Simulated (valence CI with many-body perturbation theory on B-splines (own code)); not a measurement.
**Which ion has this spectrum?**

A relativistic CI+MBPT calculation for an atom or ion with 21 electrons gives these levels (cm⁻¹):

```
   J  Parity        E     g
 3/2    even        0  0.72
 5/2    even   493060  1.05
 3/2    even   543412  1.17
 9/2    even   572445  1.03
 7/2    even   572735  1.04
 1/2    even   585757  1.81
 5/2    even   769947  1.24
 7/2    even  1055557  1.11
 9/2    even  1091717  1.13
 3/2    even  1133283  1.11
 1/2    even  1156548  1.51
11/2    even  1167368  1.08
 5/2    even  1170001  1.28
 5/2    even  1238240  1.09
```

The energies are calculated, and their last digits are not significant.

**Question.** Which is it?
A. Lu50+
B. Ta52+
C. W53+
D. Hf51+

**Answer.** B. Ta52+, ground level (3d3/2^3) J=3/2.
